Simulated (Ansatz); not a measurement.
The same molecule with X = O, S, Se. Ansatz, PBE0-D4/def2-TZVP geometries, multiplicity 1. Each molecule was computed in one conformer, which needn't be the lowest.

Scalar relativity is left out up to krypton.

```
X     molecule  mean X–B bond length / Å  mean X–H bond length / Å  HOMO energy (B3LYP/def2-TZVPP) / eV  size of the dipole moment (B3LYP/def2-TZVPP) / D  LUMO energy (PBE/def2-TZVPP) / eV
O  `OBN[SiH3]`                     1.369                     0.957                                -7.62                                              1.31                              -0.31
S  `[SiH3]NBS`                     1.812                     1.340                                -7.11                                              0.70                              -0.83
```

Q: Give the row for X = Se, `[SiH3]NB[SeH]`. (Estimate.)

A: The calculation gave: 
| X | molecule | mean X–B bond length / Å | mean X–H bond length / Å | HOMO energy (B3LYP/def2-TZVPP) / eV | size of the dipole moment (B3LYP/def2-TZVPP) / D | LUMO energy (PBE/def2-TZVPP) / eV |
| --- | --- | --- | --- | --- | --- | --- |
| Se | `[SiH3]NB[SeH]` | 1.946 | 1.471 | -6.78 | 1.91 | -0.97 |

From O to Se the mean X–B bond length rises at each step, by 0.577 Å in all; the mean X–H bond length rises at each step, by 0.514 Å in all; the HOMO energy (B3LYP/def2-TZVPP) rises at each step, by 0.84 eV in all; the LUMO energy (PBE/def2-TZVPP) falls at each step, by 0.66 eV in all. Bonds lengthen as the atom grows down the group. Dipoles are sizes alone, and their direction can turn along the series.

B3LYP here is the variant with VWN-RPA as its local correlation; programs differ in this.

Spin–orbit coupling is left out; it splits and shifts lone-pair levels of the heavy atoms by tenths of an eV.
